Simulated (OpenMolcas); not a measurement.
**Rb: CASPT2 settings compared**

```json
{"Program": "OpenMolcas", "Basis": "ANO-RCC-VQZP [8s7p4d2f1g]", "Scalar Hamiltonian": "DKH2, point nucleus", "Active space": "1 electron in 4 orbitals (5s 5p)", "State averaging": "2S+1 = 2 even, 1 root; 2S+1 = 2 odd, 3 roots", "Spin-orbit coupling": "RASSI with atomic mean-field integrals over the reference wave functions, term energies averaged over their components"}
```

Methods on the same reference wave functions:
A. CASSCF
B. XMS-CASPT2, IPEA 0 Eh, sigma2 regulariser 0.05 Eh (closed shells correlated: 4s 4p)
C. XMS-CASPT2, IPEA 0.3 Eh, no level shift (closed shells correlated: 4s 4p)

Energies in cm-1 above 5s 2S 1/2, the measured ground level; measured values from NIST Handbook of Basic Atomic Spectroscopic Data.

| Level | A | B | C | Measured |
| --- | --- | --- | --- | --- |
| 5s 2S 1/2 | 0.0 | 0.0 | 0.0 | 0.0 |
| 5p 2P* 1/2 | 10738 | 12665 | 12461 | 12579 |
| 5p 2P* 3/2 | 10873 | 12800 | 12596 | 12817 |

Deviations, from unrounded energies. A percentage is the sum of absolute deviations over the sum of measured energies, with the sign that they share, or ± where signs differ.

| Against measurement | Levels | A | B | C |
| --- | --- | --- | --- | --- |
| mean absolute deviation (cm-1) | 2 | 1900 | 51 | 170 |
| other configurations (%) | 2 | -14.9 | ±0.4 | -1.3 |

B lies closest to measurement on these levels and A furthest from it. The largest miss of B in the table is 5p 2P* 1/2, by +86 cm-1. The ranking rests on the paired levels alone, and a cruder setting can come out closer through cancelling errors.

Between B and C the level of the table that moves most is 5p 2P* 1/2, by 200 cm-1 (lowest in C, highest in B).

The lowest spin-free term lies below A's lowest term by 0.209 hartree in B, 0.208 hartree in C.

ANO sets are built for ground and valence states and can reach diffuse excited orbitals poorly. With one active electron the reference holds no correlation, so core polarisation is missing (holds for A). With one active electron, CASPT2 adds the correlation within the correlated inactive shells and between them and that electron, and leaves the splitting within a term as the reference gives it (holds for B; C). Measured partners are found by configuration, term and J. A level has none where our copy of the source lacks it or the pairing is in doubt (some pairs that miss far off the trend of their configuration count as doubtful), and it then counts in no deviation. Levels of configurations outside the active space are missing.

* marks odd parity.
